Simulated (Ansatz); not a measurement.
Start from `[SiH3][SnH3]` and change one atom or group to get `S[SiH2][SnH3]`.

Ansatz, PBE0-D4/def2-TZVP geometries, multiplicity 1. Each molecule was computed in one conformer, which needn't be the lowest.

Elements past krypton have def2 core potentials.

```json
{"property": "size of the dipole moment (ωB97M-V/def2-TZVPP) / D", "`[SiH3][SnH3]`": "0.27"}
{"property": "HOMO–LUMO gap (B3LYP/def2-TZVPP) / eV", "`[SiH3][SnH3]`": "7.46"}
{"property": "HOMO energy (PBE0/def2-TZVPP) / eV", "`[SiH3][SnH3]`": "-8.00"}
{"property": "LUMO energy (B3LYP/def2-TZVPP) / eV", "`[SiH3][SnH3]`": "-0.35"}
{"property": "HOMO energy (ωB97M-V/def2-TZVPP) / eV", "`[SiH3][SnH3]`": "-10.00"}
{"property": "HOMO–LUMO gap (PBE0/def2-TZVPP) / eV", "`[SiH3][SnH3]`": "7.93"}
```

Problem. What does the change do to each property? (Best estimate.)

Solution. Computed: 
```
                                          property  `S[SiH2][SnH3]`  shift
size of the dipole moment (ωB97M-V/def2-TZVPP) / D             0.81   0.54
             HOMO–LUMO gap (B3LYP/def2-TZVPP) / eV             6.34  -1.12
                HOMO energy (PBE0/def2-TZVPP) / eV            -7.23   0.77
               LUMO energy (B3LYP/def2-TZVPP) / eV            -0.68  -0.33
             HOMO energy (ωB97M-V/def2-TZVPP) / eV            -9.28   0.72
              HOMO–LUMO gap (PBE0/def2-TZVPP) / eV             6.75  -1.18
```

With PBE0 the HOMO rises by 0.77 eV and the LUMO falls by 0.42 eV, so the gap narrows by about 1.19 eV. PBE moves the HOMO by 0.84 eV and ωB97M-V by 0.72 eV. The zero-point energy changes by 6.3 kJ/mol with +3 modes. Dipoles are sizes alone; their direction can turn.

B3LYP here is the variant with VWN-RPA as its local correlation; programs differ in this.
